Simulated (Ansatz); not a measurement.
System: C₅H₇Ge, charge -1, multiplicity 1. It need not be the lowest isomer of its formula. Whether it binds its extra electron was not tested at this geometry. 
Structure (B3LYP-D3(BJ)/def2-TZVP (Ansatz, a program for electronic structure) minimum search):
SMILES: [GeH2-][C]1=CC=CC1
```xyz
13

Ge     1.6716    -0.0692    -0.2933
C     -0.3510    -0.0396     0.0121
C     -1.2669    -0.8706    -0.5422
C     -2.6206    -0.5423    -0.0883
C     -2.5698     0.5057     0.7560
C     -1.1277     0.9170     0.8939
H      2.0054    -0.2062     1.2905
H      1.8054     1.5491    -0.2255
H     -1.0385    -1.6745    -1.2326
H     -3.5216    -1.0651    -0.3921
H     -3.4085     0.9811     1.2485
H     -0.7680     0.8569     1.9274
H     -0.9512     1.9529     0.5813
```
Charge -1, spin multiplicity 1.

Basis-set convergence of Hartree-Fock and MP2 correlation energies (hartree) with Ansatz. Valence correlation only, unless marked. Spin-orbit coupling is left out. Frozen are the shells of the preceding noble gas and the d and f shells that filled before the atom's block. No relativistic terms.

The Hartree-Fock reference is unstable (checked in the largest basis), which strains HF and MP2. 

```csv
basis,functions,E(HF),"E(corr, MP2)"
aug-cc-pVDZ,214,-2268.71602,-0.80263
aug-cc-pVTZ,450,___,___
```

Task: What belongs in the gaps?

Result: 
- aug-cc-pVTZ, E(HF): -2268.83051
- aug-cc-pVTZ, E(corr, MP2): -0.95249
